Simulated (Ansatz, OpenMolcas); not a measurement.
# C3H10OSi (trimethylsilanol): methods side by side

C3H10OSi has 15 atoms, charge 0, and is taken as a singlet. As SMILES, `C[Si](C)(C)O`. The coordinates come from a PBE0-D4/def2-TZVP relaxation. This is one conformer, not always the lowest.

Each level gives the vertical ionisation energy (to the doublet cation) (eV). The values are calculated.

```csv
level,kind,program,value (eV),CPU time (all runs)
SVWN5/6-31G* (spherical functions),LDA,Ansatz,9.44,31 s
M06-L/6-31G* (spherical functions),meta-GGA,OpenMolcas,9.59,6.7 min
TPSS/6-31G* (spherical functions),meta-GGA,OpenMolcas,9.40,7.3 min
r2SCAN/6-31G* (spherical functions),meta-GGA,Ansatz,9.58,1.9 min
PBE-QIDH/6-31G* (spherical functions),double hybrid,Ansatz,10.15,91 s
RPA@PBE0/6-31G* (spherical functions),RPA,Ansatz,9.74,90 s
CCSD(T)/6-31G* (spherical functions),coupled cluster or CI,Ansatz,9.95,4.9 min
CCSD/6-31G* (spherical functions),coupled cluster or CI,Ansatz,10.07,3.8 min
```

The values span 9.40 to 10.15 eV. The coupled-cluster rows rest on a doubtful reference here (large T1 or Brueckner and Hartree–Fock orbitals at odds), and rows may lie in different states. Times are those of the runs behind each value, whatever else they computed, on shared processors of several kinds: orders of magnitude only.
